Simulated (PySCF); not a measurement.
These compounds are isomers of formula C6H5NO2.

A. `O=COc1ccccn1`
B. `O=COc1cccnc1`
C. `O=C(O)c1ccncc1`

Spectrum 1. 1H NMR (300 MHz, computed): δ 9.03 (dd, J = 5.7, 1.0 Hz, 2H), 7.97 (dd, J = 5.7, 1.0 Hz, 2H), 6.09 (br s, 1H). 13C{1H} NMR (computed): δ 168.6 (C), 156.7 (CH), 138.5 (C), 128.6 (CH).

Spectrum 2. 1H NMR (300 MHz, computed): δ 9.23 (ddd, J = 9.7, 2.8, 1.3 Hz, 1H), 8.66 (d, J = 2.8 Hz, 1H), 8.64 (dd, J = 5.3, 1.3 Hz, 1H), 8.08 (s, 1H), 7.26 (dd, J = 9.7, 5.3 Hz, 1H). 13C{1H} NMR (computed): δ 161.6 (CH), 153.6 (C), 152.2 (CH), 146.6 (CH), 131.3 (CH), 128.7 (CH).

Spectrum 3. 1H NMR (300 MHz, computed): δ 8.74 (d, J = 9.6 Hz, 1H), 8.53 (dd, J = 5.3, 1.9 Hz, 1H), 8.16 (s, 1H), 7.84 (ddd, J = 9.6, 8.0, 1.9 Hz, 1H), 7.17 (dd, J = 8.0, 5.3 Hz, 1H). 13C{1H} NMR (computed): δ 163.0 (C), 161.8 (CH), 154.0 (CH), 144.8 (CH), 127.0 (CH), 119.6 (CH).

Computed data (PySCF): geometry from PBE0-D3(BJ)/def2-SVP, B3LYP/pcJ-1 coupling constants (spin–dipole term left out of most H,H and C,H couplings), PBE0/pcSseg-1 with gauge-including orbitals. Fast rotation and ring inversion assumed for equivalent nuclei, non-relativistic, no solvent model, single conformer.

Referencing at the same level of theory: 1H and 13C vs TMS. Multiplet labels drop J under 1 Hz and among equivalent protons, and merge close values. Unscaled 3J(H,H) run several per cent high. Acid and N–H amide carbonyl carbons lie up to 10 ppm further downfield in solution (hydrogen bonding). Shifts are as computed. Against solution values, carbons near 30 ppm lie about +2 ppm off and those near 130 ppm about +5 ppm. Of 1211 compounds with measured shifts, 218 miss one by over three times the rms of a fit or turn the order of signals round; such compounds aren't used in these exercises. OH and NH positions are gas-phase values without hydrogen bonding to other molecules.

Match each spectrum to its structure.

## Answers

1–C, 2–B, 3–A.

- Spectrum 1 (C): 4 13C signals; δC 168.6 is a carboxylic acid carbon; δC 156.7 is an aromatic CH next to a ring nitrogen.
- Spectrum 2 (B): 6 13C signals; δC 161.6 is an ester carbonyl carbon; δC 153.6 is an aromatic carbon bearing oxygen.
- Spectrum 3 (A): 6 13C signals; δC 163.0 is an aromatic carbon bearing oxygen; δC 161.8 is an ester carbonyl carbon.
